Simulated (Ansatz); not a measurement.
PBE exchange is replaced step by step with exact exchange (0 % is PBE, 25 % PBE0; no dispersion term), basis def2-SVP, Ansatz. System: In3N3H12, a cluster cut from zinc blende InN (hydrogen-capped). Total charge 0; singlet. Geometry: PBE-D4/def2-SVP.

Geometry of the singlet:

```csv
atom,x (Å),y (Å),z (Å)
In1,-1.9150,-0.6945,1.0647
In2,1.9972,-0.8752,0.7264
In3,0.0247,2.1357,-0.8487
N4,-1.7339,0.7458,-0.6543
N5,1.6577,0.5911,-0.9459
N6,-0.0239,-1.8639,0.7205
H7,-3.2085,-1.7814,0.6108
H8,-1.6750,0.2267,2.5151
H9,3.0885,-2.0720,0.0651
H10,2.0948,0.0515,2.1899
H11,-0.0854,2.7818,-2.4707
H12,0.1930,2.9445,0.6768
H13,-1.8761,0.2424,-1.5431
H14,-2.5628,1.3579,-0.5891
H15,1.6015,0.0851,-1.8428
H16,2.5375,1.1255,-1.0258
H17,-0.1240,-2.4394,-0.1295
H18,0.0097,-2.5616,1.4808
```

In the def2 sets In takes a core potential; there is no spin–orbit coupling.

```
exact exchange (%)  HOMO (eV)  LUMO (eV)  gap (eV)
                10      -6.76      -0.72      6.05
                15      -7.00      -0.57      6.43
                25      -7.49      -0.28      7.21
                40      -8.23       0.16      8.38
```

(1) Fit a straight line to the column «gap (eV)» against the share of exact exchange and predict its value at 0 %.

Answers

(1) With x = exact exchange (%) and y = gap (eV): mean x = 22.5, mean y = 7.018; Σ(x − x̄)(y − ȳ) = 40.83, Σ(x − x̄)² = 525; slope b = 0.07777, intercept a = ȳ − b·x̄ = 5.268. The residuals of the fitted rows reach 0.00. At x = 0 the line gives 5.268 + (0.07777 × 0) = 5.27; the run gave 5.27, the same within rounding.
